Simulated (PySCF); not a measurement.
Molecule: `C[SiH2]S[SiH3]`, CH₈SSi₂.

Atoms are numbered as in `[CH3:1][SiH2:2][S:3][SiH3:4]` (H(Xn): hydrogen on atom n).

Geometry PBE0-D3(BJ)/def2-SVP throughout; GIAO in PySCF 2.14.0 with density-fitted response routines, gas phase, one conformer, non-relativistic; equivalent atoms averaged; basis pcSseg-2.

(1) How do the shifts δ (against TMS, CS2 at the same level) depend on the functional? (ppm; last column core-seconds on shared hosts with different chips, so compare them loosely; the GGAs took longer than the global hybrids here, which isn't the general rule, and the cause wasn't traced)

(2) Which nucleus moves most, in ppm?

## Answers

(1) 
```tsv
functional	kind	C1	Si2	Si4	S3	H(Si2)	H(Si4)	H(C1)	core-s
HF	Hartree–Fock	-2.7	-21.6	-51.1	-326.8	4.38	4.31	0.50	18
LDA	LDA	-4.2	-19.9	-60.3	-289.3	5.23	5.02	0.54	32
PBE	GGA	-3.2	-21.0	-57.8	-282.9	5.01	4.82	0.54	63
BLYP	GGA	-2.8	-21.1	-58.7	-269.7	4.93	4.75	0.53	39
BP86	GGA	-3.1	-20.9	-57.0	-282.6	5.01	4.81	0.53	39
OPBE	GGA	-2.7	-19.9	-53.0	-290.0	4.91	4.73	0.54	39
KT2	GGA	-2.9	-21.6	-57.1	-269.1	4.96	4.76	0.53	40
KT3	GGA	-2.3	-20.8	-54.4	-268.2	4.77	4.59	0.53	40
B97-D	GGA	-2.6	-20.2	-55.0	-274.4	4.86	4.68	0.53	40
B3LYP	global hybrid	-3.0	-20.7	-56.0	-288.2	4.78	4.63	0.52	30
PBE0	global hybrid	-3.2	-20.7	-54.8	-303.3	4.83	4.67	0.52	30
mPW1PW91	global hybrid	-3.1	-20.5	-54.2	-304.4	4.80	4.64	0.52	29
WP04	global hybrid	-2.0	-18.1	-47.7	-290.1	4.21	4.06	0.48	32
B97-2	global hybrid	-2.9	-20.3	-53.3	-296.4	4.74	4.59	0.52	34
BHandHLYP	global hybrid	-3.0	-20.7	-53.5	-307.3	4.59	4.47	0.51	35
CAM-B3LYP	range-separated hybrid	-3.4	-21.3	-56.4	-301.0	4.71	4.57	0.50	48
wB97X-D	range-separated hybrid	-3.4	-21.3	-54.6	-309.3	4.74	4.60	0.50	43
LC-wPBE	range-separated hybrid	-3.8	-22.0	-54.3	-329.3	4.62	4.49	0.48	56
```

(2) S3 (sulfur bonded to 2 Si): from -329.3 ppm with LC-wPBE to -268.2 ppm with KT3. The smallest spread is 0.05 ppm, at H(C1). Proton shifts span only some 12 ppm, so a few tenths of a ppm matter as much there as several ppm in carbon.
